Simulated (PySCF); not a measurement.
C3H8N, doublet, at a GFN2-xTB geometry; MP2/def2-SVP in PySCF.

PySCF was given this input:
```python
from pyscf import gto, scf, mp

mol = gto.M(
    atom='''
N     0.00107674    0.05252662    0.22290961
C    -0.00119711    1.43247889    0.07940335
C     1.20870810   -0.64841920   -0.12711140
C    -1.20848741   -0.65112173   -0.11479853
H     0.91995774    1.93255837    0.31358775
H    -0.92103430    1.93050006    0.32296552
H     1.30930264   -0.79359459   -1.21222697
H     1.20646811   -1.62978335    0.35106755
H     2.06996861   -0.08568093    0.22685824
H    -1.31980642   -0.79653405   -1.19883464
H    -2.06735332   -0.09030664    0.24793320
H    -1.19918176   -1.63247297    0.36332161
''',
    basis='def2-svp',
    spin=1,
    verbose=5,
)

mf = scf.UHF(mol)
mf.kernel()

pt = mp.MP2(mf, frozen=4)
pt.kernel()
print('E(MP2) = %.10f' % pt.e_tot)
```

The log (banner, timings and long lists left out):

```
PySCF version 2.14.0

[INPUT] verbose = 5
[INPUT] max_memory = 4000
[INPUT] num. atoms = 12
[INPUT] num. electrons = 33
[INPUT] charge = 0
[INPUT] spin (= nelec alpha-beta = 2S) = 1
[INPUT] symmetry False subgroup None
[INPUT] Mole.unit = angstrom
[INPUT] Symbol           X                Y                Z      unit          X                Y                Z       unit  Magmom
[...]
[INPUT] ---------------- BASIS SET ----------------
[INPUT] l, kappa, [nprim/nctr], expnt,             c_1 c_2 ...
[INPUT] H
[...]
                                1.9622572         0.13796524
                                0.44453796        0.47831935
[...]
[INPUT] N
[...]
                                257.64812677      -0.040221581118
                                58.458245853      -0.1793114499
                                16.198367905      -0.46376317823
                                5.0052600809      -0.44171422662
[...]
                                2.9257372874      -0.21807045028
                                0.79927750754     -0.51294466049
[...]
[INPUT] C
[...]
                                186.29004992      0.040638409211
                                42.251176346      0.18025593888
                                11.676557932      0.46315121755
                                3.5930506482      0.44087173314
[...]
                                2.0103545142      0.21117025112
                                0.54771004707     0.51328172114
[...]
nuclear repulsion = 131.017615470403
number of shells = 48
number of NR pGTOs = 152
number of NR cGTOs = 96
basis = def2-svp
ecp = {}

******** <class 'pyscf.scf.uhf.UHF'> ********
method = UHF
initial guess = minao
damping factor = 0
level_shift factor = 0
DIIS = <class 'pyscf.scf.diis.CDIIS'>
diis_start_cycle = 1
diis_space = 8
diis_damp = 0
SCF conv_tol = 1e-09
SCF conv_tol_grad = None
SCF max_cycles = 50
direct_scf = True
direct_scf_tol = 1e-13
number electrons alpha = 17  beta = 16
Set gradient conv threshold to 3.16228e-05
E1 = -489.80669001270417  E2 = 185.71722393522242  Ecoul = 210.91512527979648  Exc = -25.197901344574063
init E= -173.071850607078
cond(S) = 874.1037935805357

  alpha mo_energy =
[-15.61898898 -11.30846086 -11.3078086  -11.29279053  -1.67640608
  -1.20040618  -1.15786587  -0.84261567  -0.60211889  -0.59485947
  -0.57191622  -0.45098306  -0.4224614   -0.41239676  -0.4059067
  -0.2879341   -0.04051965   0.12202438   0.18525278   0.19312423
   0.20665419   0.20948296   0.22417443   0.23416216   0.25642782
   0.29226613   0.35510615   0.38862959   0.56059829   0.56288161
   0.57989404   0.59352221   0.64853351   0.66557665   0.69911892
   0.77982138   0.78389245   0.78694957   0.81786747   0.82210534
   0.82662423   0.84095212   0.85215043   0.89388158   0.90360148
   0.91692829   0.96205952   1.07885545   1.15135196   1.2017437
   1.24305912   1.28942303   1.38177613   1.4566949    1.50561273
   1.68256944   1.709881     1.75120457   1.75690069   1.77859603
   1.83546821   1.90748728   1.90849349   1.96982648   1.99678334
   2.03933865   2.05047149   2.05341236   2.07798473   2.08631646
   2.18788422   2.22667371   2.24099226   2.27671959   2.36762288
   2.41157213   2.43723641   2.52779841   2.53341947   2.58389726
   2.64474467   2.69098912   2.70417633   2.90931475   2.91117074
   2.95792967   2.99709789   3.11433898   3.16260709   3.17378062
   3.20809378   3.21383731   3.38785129   3.39213574   3.51953375
   3.56358249]
  beta  mo_energy =
[-15.61898898 -11.30846086 -11.3078086  -11.29279053  -1.67640608
  -1.20040618  -1.15786587  -0.84261567  -0.60211889  -0.59485947
  -0.57191622  -0.45098306  -0.4224614   -0.41239676  -0.4059067
  -0.2879341   -0.04051965   0.12202438   0.18525278   0.19312423
   0.20665419   0.20948296   0.22417443   0.23416216   0.25642782
   0.29226613   0.35510615   0.38862959   0.56059829   0.56288161
   0.57989404   0.59352221   0.64853351   0.66557665   0.69911892
   0.77982138   0.78389245   0.78694957   0.81786747   0.82210534
   0.82662423   0.84095212   0.85215043   0.89388158   0.90360148
   0.91692829   0.96205952   1.07885545   1.15135196   1.2017437
   1.24305912   1.28942303   1.38177613   1.4566949    1.50561273
   1.68256944   1.709881     1.75120457   1.75690069   1.77859603
   1.83546821   1.90748728   1.90849349   1.96982648   1.99678334
   2.03933865   2.05047149   2.05341236   2.07798473   2.08631646
   2.18788422   2.22667371   2.24099226   2.27671959   2.36762288
   2.41157213   2.43723641   2.52779841   2.53341947   2.58389726
   2.64474467   2.69098912   2.70417633   2.90931475   2.91117074
   2.95792967   2.99709789   3.11433898   3.16260709   3.17378062
   3.20809378   3.21383731   3.38785129   3.39213574   3.51953375
   3.56358249]
multiplicity <S^2> = 0.75  2S+1 = 2
E1 = -489.87107917970934  E2 = 186.39321028406775  Ecoul = 211.16881835231754  Exc = -24.775608068249795
cycle= 1 E= -172.460253425238  delta_E= 0.612  |g|= 0.278  |ddm|= 2.31
  alpha mo_energy =
[-15.69537823 -11.34101605 -11.3409936  -11.24606433  -1.30922664
  -1.01250908  -0.9842606   -0.82695436  -0.69934716  -0.6919595
  -0.67434358  -0.58821736  -0.56925925  -0.56260772  -0.53968958
  -0.48397664  -0.27553843   0.15737322   0.21185101   0.21678644
   0.23129646   0.2364323    0.26151538   0.27456797   0.27493731
   0.31668124   0.38705042   0.42818908   0.56705668   0.57966528
   0.60207468   0.61240084   0.67515662   0.70325113   0.72973417
   0.80229684   0.81719239   0.82942033   0.84435003   0.86380932
   0.86489865   0.88275792   0.88415104   0.93369353   0.9539127
   0.95488592   0.98349021   1.07304862   1.16962937   1.21742999
   1.2622219    1.29746079   1.38806139   1.46642719   1.53007261
   1.70266889   1.72381304   1.7686237    1.77407381   1.79576924
   1.87680419   1.92801377   1.93367337   2.00773289   2.01851182
   2.05183845   2.06774309   2.06824823   2.08947761   2.0950934
   2.2088053    2.24147482   2.2559215    2.30890689   2.40158329
[...]
  -0.95249466  -0.9478996   -0.79241803  -0.6519668   -0.64930956
  -0.6362827   -0.54875966  -0.53217144  -0.52955307  -0.51959144
  -0.45896894  -0.27839792   0.17549174   0.2258367    0.23107495
   0.25121285   0.25290095   0.27472201   0.29924666   0.31091678
   0.32705032   0.42255516   0.44690902   0.60001778   0.60429402
   0.61336551   0.65546085   0.68149213   0.73721756   0.7590255
   0.8271906    0.84784505   0.86458387   0.87678449   0.90311837
   0.90412022   0.91461035   0.92391919   0.95029189   0.97598183
   0.99142525   1.01852286   1.12444065   1.21644149   1.24661224
   1.29108029   1.34415065   1.43061765   1.49890041   1.55589769
   1.73236735   1.76003288   1.80202644   1.8077074    1.82403926
   1.89128439   1.96012853   1.96134821   2.02226628   2.05163733
   2.09513997   2.10229488   2.10903779   2.13604802   2.1412884
   2.23991929   2.28629026   2.30112056   2.33474164   2.41963115
   2.46811037   2.50035967   2.59052221   2.5906161    2.64533202
   2.70990723   2.75525867   2.77090335   2.97863852   2.97883001
   3.02783884   3.06366577   3.18666526   3.2300615    3.24328314
   3.27762386   3.28495871   3.45713542   3.46424991   3.59609539
   3.64058189]
  beta  mo_energy =
[-15.54961667 -11.25269492 -11.25267138 -11.21554539  -1.21664835
  -0.9517524   -0.91507535  -0.76239544  -0.6423007   -0.63519043
  -0.6172677   -0.5472234   -0.52765622  -0.52458018  -0.51469131
  -0.36599102   0.16144662   0.18293505   0.22765704   0.23828686
   0.25666462   0.26153161   0.28401852   0.30026266   0.31981514
   0.32953579   0.42544164   0.46061172   0.6048478    0.60680599
   0.64941551   0.65622459   0.7077911    0.77716619   0.79955511
   0.84914564   0.85022798   0.87414402   0.87933127   0.90404036
   0.91130519   0.92621818   0.92992375   0.95846893   0.98742165
   0.99865895   1.0258537    1.14977569   1.22341465   1.26926423
   1.29322143   1.34917823   1.43743377   1.52425891   1.56321452
   1.73953365   1.76451489   1.80361397   1.80809639   1.83806329
   1.89258919   1.96532183   1.96985732   2.03683447   2.05348513
   2.09722302   2.11087524   2.11481526   2.13729909   2.14586239
   2.26536899   2.29314379   2.30351394   2.34046979   2.45809371
   2.48475759   2.50620444   2.59826124   2.6113885    2.65446555
   2.7138256    2.75537495   2.77962395   2.98452537   2.99203675
   3.02988095   3.07217384   3.19566236   3.2327191    3.2442567
   3.27940511   3.30049936   3.46430963   3.47056001   3.60256813
   3.64728529]
multiplicity <S^2> = 0.76035689  2S+1 = 2.0103302
E1 = -491.5582108312832  E2 = 188.0166306835242  Ecoul = 213.04258167247016  Exc = -25.025950988945965
cycle= 13 E= -172.523964677356  delta_E= -3.49e-10  |g|= 6.8e-06  |ddm|= 4.26e-05
  alpha mo_energy =
[-15.5570151  -11.25228886 -11.25226534 -11.23799155  -1.23631771
  -0.95249338  -0.94789865  -0.79241719  -0.6519656   -0.64930855
  -0.63628143  -0.54875887  -0.5321702   -0.52955248  -0.51959009
  -0.45896793  -0.27839676   0.17549209   0.22583696   0.23107525
   0.25121319   0.25290129   0.27472237   0.29924707   0.31091773
   0.32705058   0.42255601   0.44690954   0.60001868   0.60429475
   0.61336595   0.65546221   0.68149252   0.73721855   0.75902724
   0.8271913    0.84784588   0.86458459   0.87678533   0.90311917
   0.90412115   0.91461121   0.92392009   0.9502924    0.97598264
   0.99142641   1.01852393   1.12444232   1.21644301   1.24661325
   1.29108105   1.34415212   1.43061864   1.4989014    1.55589846
   1.73236827   1.76003381   1.80202719   1.8077082    1.82404021
   1.89128466   1.96012929   1.96134916   2.02226673   2.05163809
   2.09514095   2.10229573   2.10903876   2.1360493    2.14128956
   2.23992036   2.28629147   2.30112176   2.33474241   2.41963193
   2.46811117   2.5003609    2.59052314   2.59061719   2.64533312
   2.70990835   2.75525985   2.77090436   2.97864006   2.97883139
   3.02784006   3.06366745   3.18666681   3.23006271   3.24328451
   3.27762508   3.28495983   3.45713709   3.4642517    3.5960974
   3.64058375]
  beta  mo_energy =
[-15.54961216 -11.25269091 -11.25266737 -11.21554482  -1.21664587
  -0.9517502   -0.91507372  -0.76239425  -0.64229921  -0.63518903
  -0.61726626  -0.54722215  -0.52765491  -0.52457911  -0.51469008
  -0.36598974   0.16144734   0.18293554   0.22765736   0.23828736
   0.25666501   0.26153196   0.284019     0.30026317   0.31981598
   0.32953614   0.42544255   0.46061225   0.60484858   0.60680658
   0.64941613   0.65622599   0.70779176   0.77716797   0.79955612
   0.8491462    0.85022894   0.87414475   0.87933242   0.90404137
   0.91130655   0.92621957   0.92992477   0.9584695    0.98742245
   0.99866034   1.02585436   1.14977734   1.22341631   1.26926544
   1.29322197   1.34917973   1.4374349    1.52425995   1.56321527
   1.73953446   1.76451568   1.80361435   1.80809678   1.83806409
   1.89258936   1.96532253   1.969858     2.0368348    2.05348581
   2.09722392   2.1108763    2.11481625   2.13730036   2.14586343
   2.26537023   2.29314502   2.30351532   2.34047059   2.45809457
   2.48475853   2.50620573   2.59826234   2.61138958   2.6544666
   2.71382686   2.75537634   2.77962514   2.98452706   2.99203812
   3.02988228   3.07217565   3.19566399   3.23272061   3.24425841
   3.27940661   3.3005006    3.46431157   3.47056193   3.6025704
   3.64728739]
multiplicity <S^2> = 0.76035693  2S+1 = 2.0103303
E1 = -491.55818242431053  E2 = 188.01660227649487  Ecoul = 213.04255140782163  Exc = -25.02594913132677
Extra cycle  E= -172.523964677412  delta_E= -5.67e-11  |g|= 4.38e-06  |ddm|= 1.04e-05
converged SCF energy = -172.523964677412  <S^2> = 0.76035693  2S+1 = 2.0103303

******** <class 'pyscf.mp.ump2.UMP2'> ********
nocc = (np.int64(13), np.int64(12)), nmo = (92, 92)
frozen orbitals 4
transform (ia|jb) incore
E(UMP2) = -173.103901609113  E_corr = -0.57993693170055
E(SCS-UMP2) = -173.104298627858  E_corr = -0.580333950445591
E_corr(same-spin) = -0.133373501071233
E_corr(oppo-spin) = -0.446563430629317
E(MP2) = -173.1039016091
```
